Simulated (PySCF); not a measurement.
H₃Sn, SMILES [SnH3-], charge -1.

The structure is a stationary point at B3LYP-D3(BJ)/def2-TZVPD. The def2 effective core potentials stand for the cores of Sn; spin–orbit coupling is left out.

Level of theory: M06-2X/def2-TZVPD in PySCF.

Symmetry labels are those of the subgroup Cs that the program uses (full group C3v).

Computed valence orbital energies around the gap with their symmetry:
| orbital | symmetry | energy (eV) |
|---|---|---|
| HOMO−7 | A' | -24.68 |
| HOMO−6 | A" | -24.54 |
| HOMO−5 | A' | -24.54 |
| HOMO−4 | A' | -24.46 |
| HOMO−3 | A' | -8.74 |
| HOMO−2 | A' | -3.63 |
| HOMO−1 | A" | -3.63 |
| HOMO | A' | -1.28 |
| LUMO | A' | 4.49 |
| LUMO+1 | A" | 5.32 |
| LUMO+2 | A' | 5.32 |
| LUMO+3 | A" | 6.02 |
